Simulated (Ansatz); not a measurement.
Cost and result for the atomization energy of AlH$_{9}$N$_{2}$Si$_{2}$ (14 atoms, 15 bonds).

```xyz
14

N    -0.0113   -1.3543   -1.4714
Si   -0.7984    0.2316   -1.0801
N    -0.0271    0.4154    0.4027
Al    0.9631   -1.1853    0.3371
Si   -0.0755    1.6246    1.6134
H     0.5980   -1.3582   -2.2809
H    -0.6331   -2.1510   -1.5439
H    -2.2701    0.0187   -1.0755
H    -0.4550    1.1894   -2.1644
H     2.5165   -1.0433    0.0139
H     0.4420   -2.3778    1.2556
H     0.3435    2.9575    1.0927
H     0.8492    1.2408    2.7141
H    -1.4418    1.7919    2.1867
```

Total charge 0; spin multiplicity 1. The bonds changed during the relaxation, so this is another structure than the one it started from. The geometry is a stationary point of PBE0-D4/def2-TZVP. It is one conformer, not always the lowest. Program: Ansatz. All runs use 4 threads of an AMD EPYC 7B13 on a shared host. Times are those of one run each, without the atoms' runs, and a repeat can differ threefold. Electronic energies, without spin–orbit coupling; frozen cores. CCSD(T)/CBS adds CCSD(T) − MP2 in def2-TZVPP to the MP2 limit, and its time is that of the two runs behind it. T1 = 0.011. B3LYP takes the VWN-RPA correlation (the form of Gaussian; ORCA's B3LYP/G).

CCSD(T)/CBS is a level of theory with its own doubt, some kJ/mol a heavy atom from the limit and from the frozen cores, so smaller differences don't rank the functionals.

```csv
level,functions,wall time,atomization (kcal/mol),difference from CCSD(T)/CBS,per bond
PBE-D4/def2-TZVPP (with forces),314,3.1 s,1073.3,-9.9,-0.7
PBE0-D4/def2-TZVPP,314,4.1 s,1065.4,-17.8,-1.2
r2SCAN-D4/def2-TZVPP (with forces),314,5.5 s,1075.2,-8.0,-0.5
B3LYP-D4/def2-TZVPP (with forces),314,6.5 s,1081.7,-1.5,-0.1
B2PLYP/def2-TZVPP,314,8 s,1065.7,-17.5,-1.2
ωB97X-V/def2-TZVPP,314,9.5 s,1090.0,6.8,0.5
ωB97M-V/def2-TZVPP (with forces),314,14 s,1084.9,1.7,0.1
MP2/def2-QZVPP,594,28 s,1073.0,-10.2,-0.7
CCSD(T)/def2-TZVPP,314,9.4 min,1050.5,-32.7,-2.2
CCSD(T)/CBS(def2),–,9.9 min,1083.2,0.0,0.0
```

From PBE to PBE0 (25 % exact exchange), in def2-TZVPP and without D4, the atomization energy moves by −6.6 kcal/mol: exact exchange takes away binding that semilocal exchange gives to molecules. In def2-TZVPP, CCSD(T) changes the Hartree–Fock value by +262.6 kcal/mol (the triples alone add +12.2 kcal/mol) and MP2 by +265.3 kcal/mol; breaking electron pairs costs correlation energy, which Hartree–Fock lacks. The D4 term adds +14.5 kcal/mol with B3LYP and +7.7 kcal/mol with PBE0; it sums over pairs of atoms, weighted by their polarisabilities, and B3LYP, whose exchange is more repulsive, gets the larger term.
